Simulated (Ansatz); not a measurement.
Cost and result for the atomization energy of `N=C(Br)I` (5 atoms, 4 bonds).

Total charge 0; spin multiplicity 1. Correlated methods include outer-core shells of Br, I, which these sets cover unevenly. Scalar relativity is left out up to krypton. I takes the def2 core potential. All single points use the PBE0-D4/def2-TZVP geometry. It is one conformer, not always the lowest. Program: Ansatz. All runs use 2 threads of an Intel Xeon Platinum 8488C on a shared host. Times are those of one run each, without the atoms' runs, and a repeat can differ threefold. Electronic energies, without spin–orbit coupling; frozen cores. CCSD(T)/CBS adds CCSD(T) − MP2 in def2-TZVPP to the MP2 limit, and its time is that of the two runs behind it. T1 = 0.011. With those shells the extrapolation isn't a true limit. B3LYP takes the VWN-RPA correlation (the form of Gaussian; ORCA's B3LYP/G).

CCSD(T)/CBS is a level of theory with its own doubt, some kJ/mol a heavy atom from the limit and from the frozen cores, so smaller differences don't rank the functionals.

| level | functions | wall time | atomization (kJ/mol) | difference from CCSD(T)/CBS | per bond |
| --- | --- | --- | --- | --- | --- |
| BLYP-D4/def2-TZVPP | 174 | 1.6 s | 1578.8 | 38.5 | 9.6 |
| PBE-D4/def2-TZVPP (with forces) | 174 | 1.9 s | 1651.6 | 111.3 | 27.8 |
| r2SCAN-D4/def2-TZVPP (with forces) | 174 | 3.4 s | 1547.5 | 7.2 | 1.8 |
| B3LYP-D4/def2-TZVPP (with forces) | 174 | 3.8 s | 1537.1 | -3.2 | -0.8 |
| r2SCANh-D4/def2-TZVPP | 174 | 4.1 s | 1519.5 | -20.8 | -5.2 |
| B2PLYP/def2-TZVPP | 174 | 5.5 s | 1513.6 | -26.7 | -6.7 |
| B97M-V/def2-TZVPP | 174 | 6 s | 1531.8 | -8.5 | -2.1 |
| PBE-QIDH/def2-TZVPP | 174 | 6 s | 1519.3 | -21.0 | -5.2 |
| CCSD(T)/def2-SVP | 91 | 6.5 s | 1388.2 | -152.1 | -38.0 |
| ωB97M-V/def2-TZVPP (with forces) | 174 | 9 s | 1524.6 | -15.7 | -3.9 |
| MP2/def2-QZVPP | 315 | 16 s | 1587.6 | 47.3 | 11.8 |
| CCSD(T)/def2-TZVPP | 174 | 79 s | 1467.9 | -72.4 | -18.1 |
| CCSD(T)/CBS(def2) | – | 95 s | 1540.3 | 0.0 | 0.0 |

From r2SCAN to r2SCAN0 (25 % exact exchange), in def2-TZVPP and without D4, the atomization energy moves by −69.1 kJ/mol: exact exchange takes away binding that semilocal exchange gives to molecules. Leaving LDA and LC-ωPBE aside and taking each functional with its dispersion term where it has one, the values, not all of them listed here, spread over 227.5 kJ/mol, from BHLYP-D4 to PBE-D4. LDA lies +262.3 kJ/mol from PBE without D4, its usual overbinding. In def2-TZVPP, CCSD(T) changes the Hartree–Fock value by +610.7 kJ/mol (the triples alone add +60.4 kJ/mol) and MP2 by +687.8 kJ/mol; breaking electron pairs costs correlation energy, which Hartree–Fock lacks.

Spin–orbit coupling would lower the free I atoms strongly, and the atomization energy with them, by more than many differences here.
